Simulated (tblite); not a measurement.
Start geometry of `[SiH2](N)[C@@H](F)C[SiH3]` from a force field or distance geometry (Å):
```
atom  x, y, z in Å
N1     3.0057   -0.5671    0.9927
Si2    1.6473   -0.4587   -0.2053
C3     0.0046   -0.3665    0.6776
F4     0.0787    0.4106    1.8127
C5    -0.9538    0.3187   -0.2871
Si6   -2.6739    0.4996    0.4262
H7     3.8752   -0.4027    0.4364
H8     2.9259    0.1720    1.7348
H9     1.7822    0.7574   -1.0223
H10    1.6409   -1.6670   -1.0076
H11   -0.4127   -1.3793    0.8876
H12   -0.5355    1.3212   -0.4960
H13   -0.9863   -0.2073   -1.2678
H14   -3.3998   -0.7262    0.0845
H15   -2.6607    0.6215    1.8840
H16   -3.3455    1.6828   -0.1268
```

**Question.** What comes out of this run: GFN2-xTB geometry optimisation, gas phase in tblite 0.8.0?

**Answer.** 
```
atom  x, y, z in Å
N1     2.835   -0.846    0.916
Si2    1.798   -0.205   -0.293
C3     0.067   -0.180    0.532
F4     0.143    0.608    1.687
C5    -1.035    0.365   -0.360
Si6   -2.725    0.457    0.518
H7     3.811   -0.986    0.712
H8     2.722   -0.525    1.865
H9     2.082    1.158   -0.766
H10    1.796   -1.151   -1.408
H11   -0.210   -1.174    0.899
H12   -0.743    1.356   -0.714
H13   -1.095   -0.278   -1.239
H14   -3.083   -0.894    0.962
H15   -2.656    1.363    1.661
H16   -3.715    0.940   -0.448
```

The energy falls by 10.6 kcal/mol over 114 L-BFGS steps, the largest force on an atom goes from 2.44 to 0.010 eV/Å, and the atoms move by 0.534 Å rms after alignment. The bond that changes most is N1–Si2 (silicon-bound nitrogen to SiH2 silicon), which shortens by 0.097 Å. Bonds longer at the end by more than 0.005 Å: 4 of 15; shorter: 6. Among the angles that change most is Si2–N1–H7, from 105.2° to 119.7°. Among the dihedrals that turn most is N1–Si2–C3–H11, from -88° to -56°. Rotational constants go from 5829, 997.2, 891.9 to 5767, 968.4, 879.6 MHz. The orientation of the end geometry is arbitrary; only internal coordinates are fixed.

On one thread, Arm Neoverse N1 (aarch64), no GPU, shared host, this took 1.3 s.

Its GFN2-xTB frequencies are all real (lowest 42 cm⁻¹). One conformer, not necessarily the lowest.

The numbers are calculated, not measured.
